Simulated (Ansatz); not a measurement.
Born–Oppenheimer molecular dynamics of C$_{2}$H$_{4}$BCl (8 atoms, charge 0, multiplicity 1). It starts at the highest image of a converged band. Of that band: Neighbouring images differ by up to 2.4 eV, so the band resolves the path poorly. A vibrational analysis at the climbing image gives one clearly imaginary mode, 875i cm⁻¹: a first-order saddle point.

Theory: RHF/def2-SVP in Ansatz 0.2.0.

```
ensemble                      : NVE (velocity Verlet)
time step                     : 0.5 fs
steps asked                   : 200
starting velocities drawn for : 300 K
seed                          : 11831
```

First frame:

```xyz
8
Properties=species:S:1:pos:R:3
Cl -2.123 1.343 0.443
B -0.588 0.210 -0.294
C 0.744 0.461 -0.264
C 0.242 -1.056 -0.186
H 1.726 0.893 -0.218
H -0.825 1.434 0.835
H 0.393 -1.688 -1.060
H 0.430 -1.597 0.744
```

(1) How far do the bonds stretch over the last three quarters of this one trajectory? (Pairs bonded in most of those frames.)

## Answers

(1) 
```tsv
bond	mean (Å)	spread (Å)	shortest	longest
Cl1–B2	1.741	0.053	1.63	1.85
B2–C3	1.531	0.074	1.40	1.68
B2–C4	1.539	0.095	1.37	1.67
C3–C4	1.588	0.067	1.48	1.73
C3–H5	1.135	0.080	0.97	1.28
C4–H7	1.100	0.032	1.04	1.16
C4–H8	1.095	0.015	1.05	1.13
```

Mean temperature of the second half: 3374 K. The conserved energy wandered by up to 7.9 meV per atom (net -4.4 meV per atom), which is poor conservation. The system heated up, since it started high on the potential surface and ran downhill. A run of 0.1 ps of so small a system gives no equilibrium averages. The orbitals stay closed-shell, which can raise the energy where a bond breaks towards radicals; this wasn't checked here.

Run time: 3 min on 1 thread of AMD EPYC 7R13 Processor (Zen 3) (shared host), peak memory 0.16 GiB.
